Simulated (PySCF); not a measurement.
C₃H₆OSi, SMILES [SiH3][C@@H]1C=CO1. Coordinates come from a PBE-D3(BJ)/def2-SVP optimisation. The structure was generated by enumeration; whether it is a known compound was not checked.

Calculation: PySCF with PBE-D3(BJ)/def2-SVP.

Harmonic wavenumbers (cm⁻¹): 164, 175, 212, 471, 536, 607, 662, 777, 831, 850, 877, 901, 911, 923, 941, 1025, 1096, 1134, 1185, 1258, 1571, 2161, 2172, 2194, 3005, 3150, 3224. Rotational constants (GHz): 9.482, 2.873, 2.545; symmetry number 1.

Problem. Work out the zero-point energy and the ideal-gas rigid-rotor harmonic-oscillator thermochemistry at 298.15 K and 1 atm.

Solution. ZPE = ½ Σ hcν = ½ × 33014 cm⁻¹ = 197.47 kJ/mol. H − E(el) = 215.49 kJ/mol. Entropy in J/(mol K): translation 164.32, rotation 108.54, vibration 44.16, total 317.03. G − E(el) = 120.97 kJ/mol. Cp = 98.65 J/(mol K).
